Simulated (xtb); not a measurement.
Cl2MoO2, triplet, from a rough starting geometry (GFN-xTB shapes and energies of metal compounds can be far from the true ones) (the multiplicity is a formal guess); xtb with GFN2-xTB.

Input for xtb:
```
$ xtb mol.xyz --gfn 2 --uhf 2 --opt vtight --json

# file mol.xyz
5

Mo     0.10491040    -0.01292277    -0.01294764
O      1.33987809    -0.59083134    -0.98329959
O      0.62483470     0.17312272     1.60941024
Cl    -0.59851391     1.84433698    -0.73943230
Cl    -1.43162732    -1.47090255     0.02693464
```

What the program printed (banner, timings and long lists left out):

```
   ID    Z sym.   atoms
    1   42 Mo     1
    2    8 O      2, 3
    3   17 Cl     4, 5

           -------------------------------------------------
          |                Calculation Setup                |
           -------------------------------------------------

           -------------------------------------------------
          |                 G F N 2 - x T B                 |
           -------------------------------------------------

          ...................................................
          :                      SETUP                      :
          :.................................................:
          :  # basis functions                  38          :
          :  # atomic orbitals                  35          :
          :  # shells                           13          :
          :  # electrons                        32          :
          :  max. iterations                   250          :
          :  Hamiltonian                  GFN2-xTB          :
          :  restarted?                      false          :
          :  GBSA solvation                  false          :
          :  PC potential                    false          :
          :  electronic temp.          300.0000000     K    :
          :  accuracy                    1.0000000          :
          :  -> integral cutoff          0.2500000E+02      :
          :  -> integral neglect         0.1000000E-07      :
          :  -> SCF convergence          0.1000000E-05 Eh   :
          :  -> wf. convergence          0.1000000E-03 e    :
          :  Broyden damping             0.4000000          :
          :  net charge                          0          :
          :  unpaired electrons                  2          :
          ...................................................

 iter      E             dE          RMSdq      gap      omega  full diag
   1    -18.9297049 -0.189297E+02  0.128E+01    0.64       0.0  T
   2    -18.9347238 -0.501886E-02  0.116E+01    0.26       1.0  T
   3    -19.2808109 -0.346087E+00  0.537E+00    0.51       1.0  T
   4    -19.3032196 -0.224087E-01  0.344E+00    0.45       1.0  T
   5    -19.3043955 -0.117583E-02  0.304E+00    0.47       1.0  T
   6    -19.3093806 -0.498511E-02  0.181E+00    0.46       1.0  T
   7    -19.3130445 -0.366396E-02  0.755E-01    0.49       1.0  T
   8    -19.3139326 -0.888113E-03  0.496E-01    0.47       1.0  T
   9    -19.3140313 -0.986508E-04  0.482E-01    0.48       1.0  T
  10    -19.3142976 -0.266316E-03  0.318E-01    0.49       1.0  T
  11    -19.3144012 -0.103559E-03  0.242E-01    0.48       1.0  T
  12    -19.3145516 -0.150422E-03  0.108E-01    0.49       1.0  T
  13    -19.3145438  0.777741E-05  0.129E-01    0.50       1.0  T
  14    -19.3145766 -0.327739E-04  0.427E-02    0.50       1.0  T
  15    -19.3145790 -0.242655E-05  0.300E-02    0.50       1.5  T
  16    -19.3145809 -0.192802E-05  0.124E-02    0.50       3.6  T
  17    -19.3145813 -0.316568E-06  0.403E-03    0.50      11.1  T
  18    -19.3145813 -0.368440E-07  0.310E-03    0.50      14.4  T
  19    -19.3145813 -0.127197E-07  0.189E-03    0.50      23.7  T
  20    -19.3145813 -0.960318E-08  0.110E-03    0.50      40.6  T
  21    -19.3145813 -0.160032E-09  0.847E-04    0.50      52.8  T
  22    -19.3145813 -0.843620E-09  0.665E-04    0.50      67.2  T

   *** convergence criteria satisfied after 22 iterations ***

 transition dipole moment (au) for excitation:          16          17
     X       Y       Z
   0.1138  -0.1413  -0.4455  total (au/Debye):    0.481   1.223
 dE (eV)             :    4.428
 oscillator strength :  0.35504E-01

         :::::::::::::::::::::::::::::::::::::::::::::::::::::
         ::                     SUMMARY                     ::
         :::::::::::::::::::::::::::::::::::::::::::::::::::::
         :: total energy             -19.265722674469 Eh    ::
         :: gradient norm              0.122935838051 Eh/a0 ::
         :: HOMO-LUMO gap              0.499020785642 eV    ::
         ::.................................................::
         :: SCC energy               -19.314579834092 Eh    ::
         :: -> isotropic ES            0.098585943534 Eh    ::
         :: -> anisotropic ES         -0.003957616742 Eh    ::
         :: -> anisotropic XC         -0.006004938471 Eh    ::
         :: -> dispersion             -0.005274017575 Eh    ::
         :: repulsion energy           0.048857159623 Eh    ::
         :: add. restraining           0.000000000000 Eh    ::
         :: total charge               0.000000000000 e     ::
         :::::::::::::::::::::::::::::::::::::::::::::::::::::

      -----------------------------------------------------------
     |                   =====================                   |
     |                        A N C O P T                        |
     |                   =====================                   |
     |               Approximate Normal Coordinate               |
     |                Rational Function Optimizer                |
      -----------------------------------------------------------
      -----------------------------------------------------------
     |                   =====================                   |
     |                        A N C O P T                        |
     |                   =====================                   |
     |               Approximate Normal Coordinate               |
     |                Rational Function Optimizer                |
      -----------------------------------------------------------

          ...................................................
          :                      SETUP                      :
          :.................................................:
          :   optimization level         verytight          :
          :   max. optcycles                   200          :
          :   ANC micro-cycles                  20          :
[...]
 * total energy  :   -19.2657227 Eh     change       -0.1178876E-08 Eh
 * total energy  :   -19.2958319 Eh     change       -0.3010927E-01 Eh
 * total energy  :   -19.3064648 Eh     change       -0.1063282E-01 Eh
 * total energy  :   -19.3113925 Eh     change       -0.4927752E-02 Eh
 * total energy  :   -19.3139274 Eh     change       -0.2534869E-02 Eh
 * total energy  :   -19.3148573 Eh     change       -0.9298735E-03 Eh
 * total energy  :   -19.3149285 Eh     change       -0.7121866E-04 Eh
 * total energy  :   -19.3149309 Eh     change       -0.2459515E-05 Eh
 * total energy  :   -19.3149330 Eh     change       -0.2023681E-05 Eh
 * total energy  :   -19.3149331 Eh     change       -0.1313739E-06 Eh
 * total energy  :   -19.3149331 Eh     change       -0.4884479E-07 Eh
   *** GEOMETRY OPTIMIZATION CONVERGED AFTER 11 ITERATIONS ***
[...]

   *** convergence criteria satisfied after 3 iterations ***

 transition dipole moment (au) for excitation:          16          17
     X       Y       Z
   0.1093   0.4182  -0.0946  total (au/Debye):    0.443   1.125
 dE (eV)             :    2.053
 oscillator strength :  0.13931E-01

         :::::::::::::::::::::::::::::::::::::::::::::::::::::
         ::                     SUMMARY                     ::
         :::::::::::::::::::::::::::::::::::::::::::::::::::::
         :: total energy             -19.314933145848 Eh    ::
         :: gradient norm              0.000033005390 Eh/a0 ::
         :: HOMO-LUMO gap              2.848959785589 eV    ::
         ::.................................................::
         :: SCC energy               -19.369479879974 Eh    ::
         :: -> isotropic ES            0.100900958400 Eh    ::
         :: -> anisotropic ES          0.001909971891 Eh    ::
         :: -> anisotropic XC          0.000262724031 Eh    ::
         :: -> dispersion             -0.005274956091 Eh    ::
         :: repulsion energy           0.054546734126 Eh    ::
         :: add. restraining           0.000000000000 Eh    ::
         :: total charge               0.000000000000 e     ::
         :::::::::::::::::::::::::::::::::::::::::::::::::::::

           -------------------------------------------------
          |                Property Printout                |
           -------------------------------------------------

    * Orbital Energies and Occupations

         #    Occupation            Energy/Eh            Energy/eV
      -------------------------------------------------------------
         1        2.0000           -1.1339437             -30.8562
       ...           ...                  ...                  ...
         5        2.0000           -0.5480325             -14.9127
         6        2.0000           -0.5301640             -14.4265
         7        2.0000           -0.5260035             -14.3133
         8        2.0000           -0.5188349             -14.1182
         9        2.0000           -0.5135505             -13.9744
        10        2.0000           -0.5121362             -13.9359
        11        2.0000           -0.5081947             -13.8287
        12        2.0000           -0.4894463             -13.3185
        13        2.0000           -0.4874574             -13.2644
        14        2.0000           -0.4869487             -13.2505
        15        1.8816           -0.4719529             -12.8425
        16        1.1184           -0.4681377             -12.7387
        17        1.0000           -0.3926760             -10.6853 (HOMO)
        18                         -0.2879786              -7.8363 (LUMO)
        19                         -0.2774959              -7.5510
        20                         -0.2317453              -6.3061
        21                         -0.2242316              -6.1017
        22                         -0.0517821              -1.4091
        23                         -0.0494596              -1.3459
        24                         -0.0490526              -1.3348
        25                         -0.0487650              -1.3270
        26                         -0.0455568              -1.2397
        27                         -0.0408796              -1.1124
        28                         -0.0395479              -1.0762
       ...                                ...                  ...
        35                          0.6110539              16.6276
      -------------------------------------------------------------
                  HL-Gap            0.1046973 Eh            2.8490 eV
             Fermi-level           -0.4051863 Eh          -11.0257 eV

     #   Z          covCN         q      C6AA      α(0)
     1  42 Mo       3.264     0.910   347.662    44.861
     2   8 O        0.804    -0.438    22.470     6.354
     3   8 O        0.804    -0.438    22.470     6.354
     4  17 Cl       1.214    -0.017    99.752    15.280
     5  17 Cl       1.214    -0.017    99.753    15.280

 Mol. C6AA /au·bohr⁶  :       2230.814727
 Mol. C8AA /au·bohr⁸  :     133350.220197
 Mol. α(0) /au        :         88.129636

Wiberg/Mayer (AO) data.
largest (>0.10) Wiberg bond orders for each atom

 ---------------------------------------------------------------------------
     #   Z sym  total        # sym  WBO       # sym  WBO       # sym  WBO
 ---------------------------------------------------------------------------
     1  42 Mo   5.966 --     3 O    2.069     2 O    2.069     4 Cl   0.914
                             5 Cl   0.914
     2   8 O    2.283 --     1 Mo   2.069
     3   8 O    2.283 --     1 Mo   2.069
     4  17 Cl   1.359 --     1 Mo   0.914     5 Cl   0.305
     5  17 Cl   1.359 --     1 Mo   0.914     4 Cl   0.305
 ---------------------------------------------------------------------------

Topologies differ in total number of bonds
Writing topology from bond orders to xtbtopo.mol

molecular dipole:
                 x           y           z       tot (Debye)
 q only:       -1.077       0.201      -0.356
   full:       -1.284       0.240      -0.424       3.490
molecular quadrupole (traceless):
                xx          xy          yy          xz          yz          zz
 q only:       -0.880       1.716       4.304       0.479      -2.069      -3.424
  q+dip:       -3.221       2.291       5.239      -0.841      -1.629      -2.018
   full:       -3.193       2.544       5.926      -0.666      -2.026      -2.733

optimized geometry written to: xtbopt.xyz

           -------------------------------------------------
          | TOTAL ENERGY              -19.314933145848 Eh   |
          | GRADIENT NORM               0.000033005390 Eh/α |
          | HOMO-LUMO GAP               2.848959785589 eV   |
           -------------------------------------------------

normal termination of xtb
```
